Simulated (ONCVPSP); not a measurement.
Yb: variants of one ONCV potential

Base potential:

ytterbium, optimised norm-conserving Vanderbilt (ONCV), made with ONCVPSP 4.0.1 (PBEsol, scalar-relativistic). Core [Kr] 4d10 4f13, reference 5s2 5p6 5d1 6s1 (charge +1). Waves: 5s+6s: rc 1.85 bohr, ncon 4, nbas 8, qcut 5.8 1/bohr, 2 projectors; 5p: rc 1.55 bohr, ncon 3, nbas 6, qcut 6.3 1/bohr, 2 projectors, debl 2.7 Ha; 5d: rc 3.20 bohr, ncon 5, nbas 10, qcut 4.7 1/bohr, 3 projectors, debl 0.9 Ha. Local part: polynomial inside 1.45 bohr (lpopt 5, dvloc0 3 Ha). Core correction: polynomial model core, fcfact 0.55.

Cutoffs, loose and tight: the cutoffs (Ha) at which the residual kinetic energy of the hardest occupied pseudo-wave falls to 1 and 0.1 mHa per electron. They do not see the model core or the augmentation charge, which bear on the density cutoff. Test errors are all-electron minus pseudo excitation energies from the reference, over the configurations 5s2 5p6 5d1 6s2; 5s2 5p6 5d1 6s0; 5s2 5p6 5d0 6s0; 5s2 5p6 5d1 6s0 6p2. A dash means not determined; rows that change the core or the reference have their own tests.

```json
{"change": "base", "outcome": "generated", "cutoff, loose": "17 Ha", "cutoff, tight": "39 Ha", "bound ghosts": "none", "GHOST(+) flags above zero": "s", "largest test error (meV)": "-98"}
{"change": "s: qcut 4.2", "outcome": "generated", "cutoff, loose": "17 Ha", "cutoff, tight": "50 Ha", "bound ghosts": "none", "GHOST(+) flags above zero": "none", "largest test error (meV)": "-99"}
{"change": "s: qcut 5.9", "outcome": "generated", "cutoff, loose": "17 Ha", "cutoff, tight": "39 Ha", "bound ghosts": "none", "GHOST(+) flags above zero": "s", "largest test error (meV)": "-98"}
{"change": "s: qcut 6.3", "outcome": "generated", "cutoff, loose": "17 Ha", "cutoff, tight": "39 Ha", "bound ghosts": "none", "GHOST(+) flags above zero": "none", "largest test error (meV)": "-98"}
{"change": "s: qcut 7", "outcome": "generated", "cutoff, loose": "17 Ha", "cutoff, tight": "39 Ha", "bound ghosts": "none", "GHOST(+) flags above zero": "s", "largest test error (meV)": "-98"}
{"change": "s: qcut 7.7", "outcome": "generated", "cutoff, loose": "19 Ha", "cutoff, tight": "39 Ha", "bound ghosts": "none", "GHOST(+) flags above zero": "none", "largest test error (meV)": "-98"}
{"change": "s: qcut 8.6", "outcome": "generated", "cutoff, loose": "21 Ha", "cutoff, tight": "39 Ha", "bound ghosts": "none", "GHOST(+) flags above zero": "none", "largest test error (meV)": "-98"}
```

(1) What comes out with this change to the base: s: qcut 5?

(2) What comes out with this change to the base: s: qcut 3.7?

## Answers

(1) outcome: generated; cutoff, loose: 17 Ha; cutoff, tight: 41 Ha; bound ghosts: none; GHOST(+) flags above zero: s; largest test error (meV): -98.

(2) outcome: generated; cutoff, loose: 28 Ha; cutoff, tight: 51 Ha; bound ghosts: none; GHOST(+) flags above zero: none; largest test error (meV): -99.

Reading the sweep of the qcut of the s channel (base included, trends over the rows without a ghost): The loose cutoff is not monotonic: lowest 17 Ha at 5 1/bohr, highest 28 Ha at 3.7 1/bohr. The median size of the test errors (rows with all tests solved) stays near 8.8 meV.
